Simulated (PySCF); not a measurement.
# A small calculation by hand: oscillator strength and radiative lifetime

H3OSi, SMILES [OH+]=[SiH2], charge +1.

Geometry: r2SCAN-D4/def2-TZVP. The isomer is the one that the SMILES or the coordinates give; other isomers of the formula were not compared.

TDDFT-PBE/def2-TZVPD in PySCF puts the first singlet state with f over 0.02 at 7.12 eV (vertical), with the transition dipole (-0.068, 0.571, 0.000) in atomic units.

Question: Find the oscillator strength, the wavelength and the radiative lifetime that this transition would have in vacuum if emission retraced absorption.

Answer: 
|μ|² = 0.3307 au, so |μ| = 1.46 D. ΔE = 7.12/27.211 = 0.2617 hartree. f = (2/3) ΔE |μ|² = 0.058 (the program prints 0.058).
λ = 1239.84/7.12 = 174 nm; ν = 57427 cm⁻¹.
Einstein's coefficient A = 0.6670 ν² f s⁻¹ (ν in cm⁻¹) = 1.3e8 s⁻¹, so τ = 1/A = 7.9 ns. This state is S3; the lower singlets have f = 0.000, 0.001. The figure is the radiative limit of this one transition; relaxation, internal conversion, crossing to triplets and a medium change what is measured.
